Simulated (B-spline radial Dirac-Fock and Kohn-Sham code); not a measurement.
ΔSCF core binding energies without Breit or QED terms, calculated with a radial finite-basis atomic code.

A sound run for lutetium as Lu²⁺, configuration [Xe] 4f14 6s1: The ground state converged in 10 iterations, with total energy -14571.82519 Ha, virial ratio 1.89757 and highest orbital energy -20.01 eV. ΔSCF binding energies: K (1s) 63640.4 eV, L3 (2p3/2) 9295.0 eV, M5 (3d5/2) 1617.8 eV.

A second run, with one unsound setting: The ground state converged in 10 iterations, with total energy -12904.92919 Ha, virial ratio 2.07686 and highest orbital energy -17.65 eV. ΔSCF binding energies: K (1s) 45308.6 eV, L3 (2p3/2) 9379.2 eV, M5 (3d5/2) 1650.3 eV.

```
iter   energy (Ha)        error
   1   -12903.87529045  3.28e+00
   2   -12904.83958082  1.46e-01
   3   -12904.92170501  4.69e-02
   4   -12904.92815752  2.11e-02
   5   -12904.92902775  4.86e-03
   6   -12904.92910011  2.75e-03
   7   -12904.92918646  4.89e-04
   8   -12904.92918889  2.76e-05
   9   -12904.92918890  6.93e-06
  10   -12904.92918890  4.44e-07
```

Task: Which fault fits the second run best?
A. nuclear radius in wrong units
B. unbound anion
C. tolerance below the noise
D. functional not served

Result: A. The input had radius_factor = 100.0: radius_factor inflates the nucleus far beyond its size, which weakens the binding of the inner electrons.
